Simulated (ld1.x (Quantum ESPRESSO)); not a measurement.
## Building the TM potential for Ru (Z = 44) (LDA (PZ), non-relativistic).

- Element: Ru (Z = 44)
- Generator: ld1.x (Quantum ESPRESSO) 7.5
- Type: norm-conserving Troullier–Martins (Kleinman–Bylander form)
- Functional: LDA (PZ)
- Relativity: non-relativistic
- Frozen core: [Ar] 3d10
- Valence charge: 16
- Reference configuration: 4s2 4p6 4d7 5s0.75 5p0.25
- Partial waves: 4s (bound): rc 1.00 bohr; 4p (bound): rc 1.90 bohr; 4d (bound): rc 1.80 bohr
- Local potential: the d channel
- Core correction: none

Occupied shells without a wave of their own: 5p, 5s. They enter only through the test configuration that unscreens the potential.

All-electron outer shells of the reference configuration (LDA (PZ), non-relativistic, ld1.x):

| shell | level (eV) | outermost node (bohr) | outermost maximum (bohr) |
| --- | --- | --- | --- |
| 3d | -277.84 | – | 0.30 |
| 4s | -71.92 | 0.50 | 0.94 |
| 4p | -45.78 | 0.49 | 0.99 |
| 4d | -6.11 | 0.48 | 1.21 |
| 5s | -4.44 | 1.27 | 2.80 |
| 5p | -1.28 | 1.42 | 3.87 |

Estimate the cutoffs (Ry, on a coarse ladder) from which the occupation-weighted sum of valence levels, in a spherical-Bessel basis at the reference potential, stays within 10 and 1 mRy of its value at 400 Ry.

110 Ry and 200 Ry.

Does the potential have ghost states?

No extra level below or beside the all-electron valence levels (s, p, d, f tested).

Which valence shell sets the plane-wave cutoff?

4s: its level needs 180 Ry to come within 1 mRy, against 100 Ry for 5s.

Tests: 4s2 4p6 4d7 5s1 5p0; 4s2 4p6 4d7 5s0 5p0; 4s2 4p6 4d6 5s0 5p0; 4s1 4p6 4d7 5s1 5p0; 4s2 4p6 4d6 5s1 5p1; 4s2 4p6 4d6 5s1 5p0; 4s2 4p6 4d4 5s0 5p0. Which has the largest error in its energy relative to the reference configuration, and how large is it?

4s2 4p6 4d4 5s0 5p0, with -35 meV (all-electron minus pseudo) on +101.51 eV.
